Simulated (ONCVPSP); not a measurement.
**What the settings do to the ONCV potential of neon (Ne)**

Base potential:

* Element: Ne (Z = 10)
* Generator: ONCVPSP 4.0.1
* Type: optimised norm-conserving Vanderbilt (ONCV)
* Functional: PBE
* Relativity: scalar-relativistic
* Frozen core: [He]
* Valence charge: 8
* Reference configuration: 2s2 2p6
* Partial waves: 2s: rc 0.50 bohr, ncon 5, nbas 9, qcut 12 1/bohr, 3 projectors, debl 1.9 Ha; 2p: rc 1.55 bohr, ncon 3, nbas 6, qcut 7.4 1/bohr, 2 projectors, debl 0.9 Ha; d scattering state at 0.24 Ha: rc 1.60 bohr, ncon 4, nbas 8, qcut 7 1/bohr, 1 projector
* Local potential: polynomial inside 0.40 bohr (lpopt 5, dvloc0 1 Ha)
* Core correction: Teter function, fcfact 4.75, rcfact 1.7

Cutoffs, loose and tight: the cutoffs (Ha) at which the residual kinetic energy of the hardest occupied pseudo-wave falls to 1 and 0.1 mHa per electron. They do not see the model core or the augmentation charge, which bear on the density cutoff. Test errors are all-electron minus pseudo excitation energies from the reference, over the configurations 2s2 2p5; 2s2 2p4; 2s2 2p3; 2s1 2p6. A dash means not determined; rows that change the core or the reference have their own tests.

A true bound ghost makes a file unfit for plane-wave use even where its test errors are small: the radial tests pick states by their node count and pass the ghost by.

| change | outcome | cutoff, loose | cutoff, tight | bound ghosts | GHOST(+) flags above zero | largest test error (meV) |
| --- | --- | --- | --- | --- | --- | --- |
| base | generated | 765 Ha | 920 Ha | s | s, d | +3565 |
| all radii but the core radius scaled by about 0.82 (s 0.40, p 1.28, d 1.32 bohr); local potential polynomial inside 0.32 bohr (lpopt 5, dvloc0 1 Ha) | failed: optimize: ERROR ps0norm > uunorm, code will stop | – | – | – | – | – |
| all radii but the core radius scaled by about 0.88 (s 0.44, p 1.36, d 1.40 bohr); local potential polynomial inside 0.36 bohr (lpopt 5, dvloc0 1 Ha) | failed: optimize: ERROR ps0norm > uunorm, code will stop | – | – | – | – | – |
| all radii but the core radius scaled by about 1.11 (s 0.56, p 1.72, d 1.78 bohr); local potential polynomial inside 0.44 bohr (lpopt 5, dvloc0 1 Ha) | generated | 72 Ha | 549 Ha | s | s, d | +4544 |
| all radii but the core radius scaled by about 1.17 (s 0.58, p 1.82, d 1.88 bohr); local potential polynomial inside 0.46 bohr (lpopt 5, dvloc0 1 Ha) | generated | 71 Ha | 203 Ha | s | s, d | +5061 |
| all radii but the core radius scaled by about 1.32 (s 0.66, p 2.04, d 2.10 bohr); local potential polynomial inside 0.52 bohr (lpopt 5, dvloc0 1 Ha) | generated | 71 Ha | 250 Ha | s | s, d | +6095 |

Reading the sweep of the scale of all radii but the core radius (base = 1) (base included, trends over the rows without a ghost): Bound ghosts are found at 1, 1.11, 1.17, 1.32. Every judged row has one, so this setting neither creates nor removes them. The generation fails at 0.82, 0.88.
